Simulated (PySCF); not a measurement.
A calculated (BHandHLYP, PySCF 2.14, aug-cc-pVQZ, the non-relativistic Hamiltonian (point nucleus)) atom or ion has these occupied shells.

```json
{"shell": "1s", "electrons": "2", "orbital energy (eV)": "-118.04", "rms radius, mean of both spins (bohr)": "0.487"}
{"shell": "2s", "electrons": "2", "orbital energy (eV)": "-7.233", "rms radius, mean of both spins (bohr)": "2.86"}
```

Q: Name the element and its charge.

A: Be (beryllium, neutral), in [He] 2s2, closed-shell 1S.
